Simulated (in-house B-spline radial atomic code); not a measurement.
RPA and G0W0 for N V (N4+), [He] 2s1, highest spin, as one setting changes: the highest l of the empty states. Start: PBE0. A dash marks a level of low quasi-particle weight. Computed with a B-spline radial code for spherical atoms: all electrons, non-relativistic, point nucleus, each spin shell either full or empty, empty states to the listed l with an (l + 1/2)⁻⁴ tail; G0W0 by contour deformation at full frequency.

RPA overbinds a lone outer s electron by self-correlation, and G0W0 tends to as well.

```csv
highest l of the empty states,RPA summed (Eh),RPA extrapolated (Eh),G0W0 level (eV)
2,-0.12947,-0.13465,2s up -99.25
3,-0.13258,-0.13494,2s up -99.26
4,?,?,?
5,-0.13428,-0.13502,2s up -99.26
6,-0.13455,-0.13502,2s up -99.26
7,-0.13471,-0.13502,2s up -99.26
8,?,?,?
9,-0.13485,-0.13501,2s up -99.26
10,-0.13489,-0.13499,2s up -99.26
11,-0.13491,-0.13499,2s up -99.26
```

(1) What belongs in the row for 8?

(2) What belongs in the row for 4?

Results:

(1) RPA summed (Eh): -0.1348; RPA extrapolated (Eh): -0.13501; G0W0 level (eV): 2s up -99.26.

(2) RPA summed (Eh): -0.13375; RPA extrapolated (Eh): -0.135; G0W0 level (eV): 2s up -99.26.
